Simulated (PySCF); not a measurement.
Input for PySCF: R-B3LYP/6-31G* on B2H8N2 (a complex), monomers drawn apart or pushed together.

```python
from pyscf import gto, scf, dft, mp
from pyscf.data.elements import chemcore

mol = gto.M(
    atom='''
    B    -0.78388361    0.35517790   -0.29068245
    N     0.43002975   -0.19947620    0.07791599
    H    -1.08857184    0.40512841   -1.44202996
    H    -1.50935764    0.78107427    0.56006377
    H     0.73146079   -0.26955490    1.03818603
    H     1.08551818   -0.57989317   -0.58494941
    B     0.22529936   -0.69938641    3.74938237
    N    -0.03695941    0.46333052    3.03569413
    H    -0.48575239   -1.64380463    3.59553337
    H     1.16491534   -0.72807465    4.48334074
    H     0.50598353    1.30600818    3.13597714
    H    -0.82687281    0.57307981    2.41808919
    ''',
    basis='6-31g*',
    cart=True,
    charge=0, spin=0, verbose=3, max_memory=1800)
mf = dft.RKS(mol, xc='b3lyp')
mf.conv_tol = 1e-8
mf.max_cycle = 100
mf.kernel()
if not mf.converged:
    mf = mf.newton().run(mf.mo_coeff, mf.mo_occ)
```

Output:

```
converged SCF energy = -164.082039463998
```

The run converged.

Cost: about 11 core-seconds (a rough figure).
